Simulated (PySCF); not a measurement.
# EPR parameters of C6H5FNO

Species: C6H5FNO (doublet state).
Cartesian coordinates in Å at the GFN2-xTB level; atoms count from 1:
```
atom  x, y, z in Å
N1     0.5465    3.4644   -0.1598
C2     0.4458    2.3184   -0.0694
C3     0.3093    0.9439    0.0438
C4     1.4027    0.0747   -0.0072
C5     1.2177   -1.2706    0.1212
O6    -0.0012   -1.8636    0.1934
C7    -1.0845   -1.0889   -0.1975
F8    -1.1220   -1.0756   -1.5781
C9    -1.0482    0.3544    0.2980
H10    2.3994    0.4661   -0.1268
H11    2.0189   -1.9885    0.1799
H12   -1.9884   -1.6229    0.1247
H13   -1.8275    0.9209   -0.2157
H14   -1.2694    0.3670    1.3714
```

The species is `F[C@H]1OC=C[C](C1)C#N` [radical].

Method: UKS B3LYP, pcH-1 on C F H N O, non-relativistic, mean-field spin-orbit, GIAO in PySCF 2.14.0. Geometry: GFN2-xTB, one conformer, isolated molecule. Couplings are sensitive to structure, and on GFN2-xTB geometries they can be far from those on DFT ones. Stability of the SCF solution: not tested. ⟨S²⟩ is 0.774 where a pure state has 0.75.

```
g1, g2, g3                      : 2.00211, 2.00334, 2.00369
g_iso                           : 2.00305
Form of g                       : rhombic: the two nearest values differ by 22 % of g3 − g1
⟨S²⟩                            : 0.7741 (exact 0.7500)
α and β electrons               : 33, 32
HOMO–LUMO gap, α and β orbitals : 5.52, 4.76 eV
Basis functions                 : 275
```

Isotropic coupling and dipolar principal values T1 to T3, in G (MHz turned into gauss with g_iso; 10 G = 1 mT):

```tsv
atom	isotope	a_iso	T1	T2	T3	Mulliken spin population
N1	14N	2.1	-4.3	-3.3	7.6	0.25
C2	13C	-14.9	-4.7	-0.4	5.2	-0.14
C3	13C	18.5	-16.9	-16.5	33.4	0.57
C4	13C	-14.0	-7.6	3.1	4.5	-0.19
C5	13C	15.0	-14.4	-13.7	28.0	0.46
O6	17O	-4.4	-11.4	5.5	6.0	0.06
C7	13C	0.6	-0.7	-0.1	0.8	0.00
F8	19F	4.9	-3.6	-2.5	6.2	0.00
C9	13C	-6.9	-0.3	0.0	0.3	-0.04
H10	1H	3.2	-1.5	-0.3	1.8	0.01
H11	1H	-11.9	-6.7	-0.5	7.1	-0.02
H12	1H	-0.5	-0.8	-0.4	1.2	0.00
H13	1H	10.5	-1.0	-0.8	1.8	0.01
H14	1H	27.2	-1.1	-0.5	1.6	0.03
```

The Mulliken spin populations are largest on C3 (+0.57), C5 (+0.46), N1 (+0.25) and C4 (-0.19). Three atoms exceed +0.15. The angles at C3 add up to 359.9°, so it is planar.

The SMILES `N#C[C]1C=CO[C@H](F)C1` draws the unpaired electron on C3, whose computed spin population is only +0.57.

Axes: g2 points within 6° of the C3–C9 bond.

Under fast tumbling the dipolar parts average out, and these isotropic splittings remain (the largest six): 1 × 1H (H14, I = 1/2, 2 lines) with 2.72 mT, 1 × 1H (H11, I = 1/2, 2 lines) with 1.19 mT, 1 × 1H (H13, I = 1/2, 2 lines) with 1.05 mT, 1 × 19F (F8, I = 1/2, 2 lines) with 0.49 mT, 1 × 1H (H10, I = 1/2, 2 lines) with 0.32 mT and 1 × 14N (N1, I = 1, 3 lines) with 0.21 mT.

The 17O coupling of O6 (-12.4 MHz) shows only in satellite lines or after enrichment, since that isotope makes up about 0.038 % of natural oxygen.

The 13C coupling of C3 (52.0 MHz) shows only in satellite lines or after enrichment, since that isotope makes up about 1.07 % of natural carbon.
